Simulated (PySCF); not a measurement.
Carbonyl selenide, COSe, SMILES O=C=[Se], point group C∞v.

Force field and properties: B3LYP/pcSseg-2 (PySCF, grid level 2). Vibrational terms come from second-order perturbation theory with semi-diagonal cubic constants, by steps of ±0.6 along the normal coordinates of each isotopologue. The parent has the commonest isotopes.

Equilibrium geometry (Å):

| atom | x | y | z |
| --- | --- | --- | --- |
| O1 | -1.3247 | -0.0010 | -0.0269 |
| C2 | -0.1729 | -0.0031 | -0.0182 |
| Se3 | 1.5435 | -0.0061 | -0.0051 |

**Question.** Give the equilibrium and ground-state rotational constants (MHz) of parent; ¹⁸O at 1; ⁷⁷Se at 3; ¹³C at 2, ⁷⁷Se at 3; ¹³C at 2; ¹⁸O at 1, ⁷⁷Se at 3; ¹⁸O at 1, ¹³C at 2.

**Answer.** 
| species | Be | B0 | harmonic ZPE (cm⁻¹) |
| --- | --- | --- | --- |
| parent | 4011 | 4000.7 | 1837 |
| ¹⁸O at 1 | 3716.6 | 3707.2 | 1802 |
| ⁷⁷Se at 3 | 4048.6 | 4038.1 | 1839 |
| ¹³C at 2, ⁷⁷Se at 3 | 4011.2 | 4000.9 | 1796 |
| ¹³C at 2 | 3973.1 | 3963 | 1794 |
| ¹⁸O at 1, ⁷⁷Se at 3 | 3753.3 | 3743.8 | 1803 |
| ¹⁸O at 1, ¹³C at 2 | 3686.4 | 3677.2 | 1758 |

**Question.** And its quartic centrifugal distortion constants from the harmonic force field?

**Answer.** Linear top: D = 0.649 kHz.
